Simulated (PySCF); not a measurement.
# Radial density of La⁺ (lanthanum, charge +1)

TPSS, [Xe] 5d1 6s1, high-spin 3D determinant (an excited configuration). All numbers are calculated (PySCF 2.14, the spin-free X2C one-electron Hamiltonian (Gaussian nucleus), in cc-pVDZ-X2C (8s7p5d3f1g, 84 functions)).

```csv
r (bohr),4πr²ρ (e/bohr),4πr²(ρα − ρβ)
0.0182,75.44,0.0015
0.0306,65.51,-0.0011
0.0514,79.96,0.0033
0.0865,96.01,0.0157
0.146,70.98,0.0323
0.245,81.30,0.0190
0.412,30.47,0.0418
0.692,32.45,0.0609
1.16,9.973,0.1034
1.96,5.092,0.4218
3.30,0.9039,0.5817
5.54,0.1664,0.1645
9.32,0.001586,0.0016
```

Densities and radii are taken from the X2C orbitals without a picture-change correction, which distorts them close to the nucleus.

Spin-orbit coupling, absent here, splits the open shell strongly.
